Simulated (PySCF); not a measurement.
F3OTa, charge +1, multiplicity 2. Atoms are numbered in the order given.

```xyz
5

Ta     0.0070     0.0059     0.0000
O      0.3001    -1.8696     0.0000
F      1.6513     0.7928     0.0000
F     -0.9874     0.4106     1.4748
F     -0.9874     0.4106    -1.4748
```
Charge +1, spin multiplicity 2.

The structure is a stationary point at B3LYP-D3(BJ)/def2-SVP. The multiplicity is an assumed one; other spin states were not compared. The isomer is the one that the SMILES or the coordinates give; other isomers of the formula were not compared. The def2 effective core potentials stand for the cores of Ta; spin–orbit coupling is left out.

Level of theory: PySCF with CAM-B3LYP/def2-TZVP.

ESP charges are fitted to the potential on shells at 1.4 to 2.0 van der Waals radii. Atomic charges (e):

| atom | ESP fit | Mulliken | Mulliken spin |
|---|---|---|---|
| Ta1 | 1.81 | 1.91 | -0.01 |
| O2 | -0.17 | -0.17 | 0.97 |
| F3 | -0.20 | -0.24 | 0.03 |
| F4 | -0.22 | -0.25 | 0.01 |
| F5 | -0.22 | -0.25 | 0.01 |
